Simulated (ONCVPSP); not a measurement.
## Potentials for O compared

Generated with ld1.x 7.5 (TM, RRKJ, ultrasoft, PAW), atompaw 4.2 or ONCVPSP 4.0.1. The cutoff is in Ry: for ld1.x and atompaw files where the sum of valence levels is converged to 10 mRy in a Bessel basis, for ONCV files where the hardest occupied wave has 1 mHa per electron of residual kinetic energy. The error is the largest all-electron minus pseudo excitation energy over each file’s own four to seven test configurations (ionisations up to +4, promotions, holes and added fractions of an electron), all of which were solved. The labels leave out finer settings (local radius, basis sizes, second energies), which also bear on the numbers. Spin-polarised tests are not counted. The rows are a selection from randomly drawn settings: files with unsolved tests, undetermined cutoffs or missed reference levels are left out.

```tsv
potential	cutoff (Ry)	largest error (meV)	bound ghosts
ONCV, PBEsol, scalar-relativistic, rc 0.74/0.74 (sp), local p, core correction no, reference 2s2 2p2, qcut 6.1/11.7, projectors 2/0	447	+127	none
ONCV, PBEsol, scalar-relativistic, rc 0.60/1.90/1.80 (spd), local s, core correction yes, reference 2s1.5 2p4.5, qcut 9.9/7.8/5, projectors 0/2/2	83	+1965	none
ONCV, LDA (Perdew-Zunger), scalar-relativistic, rc 0.82/1.46/1.52 (spd), local smoothed, core correction yes, reference 2s2 2p4, qcut 10.6/13.2/8.2, projectors 1/3/2	87	+452	none
ONCV, LDA (Perdew-Wang 92), scalar-relativistic, rc 0.95/1.20/1.25 (spd), local smoothed, core correction yes, reference 2s2 2p4, qcut 8.3/12.6/8.4, projectors 2/1/2	105	+181	none
ONCV, LDA (Perdew-Wang 92), scalar-relativistic, rc 0.95/1.15/1.15 (spd), local smoothed, core correction yes, reference 2s2 2p2, qcut 8.4/11.3/9.5, projectors 2/1/1	89	+150	none
```

**Question.** Fill in the row for O: ONCV, LDA (Perdew-Wang 92), non-relativistic, rc 0.80/1.65/1.80 (spd), local smoothed, core correction yes, reference 2s2 2p3.5, qcut 7.5/9.2/4.6, projectors 1/2/1.

**Answer.** cutoff 224 Ry, largest error +219 meV, bound ghosts: none.
